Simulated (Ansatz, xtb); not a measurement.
**AlFH4InN: where a starting geometry ends**

The starting geometry of this gas-phase singlet was built from a drawn formula by distance geometry; its bonds are those of `[NH2][In]([F])[AlH2]`.

```xyz
8

Al    1.0415   -0.8898   -0.0331
F    -2.4478    1.6368    0.7803
In   -0.5386    1.4672   -0.0300
N    -1.0724    1.3896   -2.2795
H    -0.2382    1.4215   -2.8566
H    -1.4344    0.4154   -2.2160
H     2.0654   -0.9804   -1.2106
H    -0.0718   -1.9360    0.2819
```

Q: Predict what becomes of its bonds when it is optimised with r2SCAN-D4/def2-SVP.

A: It keeps its bonds, and is `[NH2][In]([F])[AlH2]`. Distances that change by over a tenth: In3–N4 (2.31 → 2.03 Å).

The energy falls by 1.48 eV over 26 steps:

| step | E − E(last) (eV) |
| --- | --- |
| 1 | 1.478 |
| 4 | 0.579 |
| 7 | 0.318 |
| 9 | 0.190 |
| 12 | 0.027 |
| 15 | 0.004 |
| 18 | 0.001 |
| 20 | 0.000 |
| 23 | 0.000 |
| 26 | 0.000 |

Final geometry (Å):

```yaml
atoms:
  - { symbol: Al, position_ang: [1.0685, -1.1197, 0.1102] }
  - { symbol: F, position_ang: [-1.6809, 1.6893, 0.6483] }
  - { symbol: In, position_ang: [-0.6863, 0.6634, -0.7291] }
  - { symbol: N, position_ang: [-1.2810, 1.5040, -2.4741] }
  - { symbol: H, position_ang: [-1.1691, 1.0429, -3.3729] }
  - { symbol: H, position_ang: [-2.1303, 2.0655, -2.4718] }
  - { symbol: H, position_ang: [2.6148, -0.7587, 0.1762] }
  - { symbol: H, position_ang: [0.5679, -2.5623, 0.5493] }
```

From the same start GFN2-xTB ends elsewhere, differing in Al1–F2 (1.65 against 3.97 Å here), F2–In3 (3.31 against 1.98 Å here).

The end wasn't checked by frequencies. Atoms past krypton carry core potentials, without spin–orbit terms. Run with Ansatz 0.2.0, 52 s on 1 thread of Intel(R) Xeon(R) 6975P-C (Granite Rapids), on a shared host.
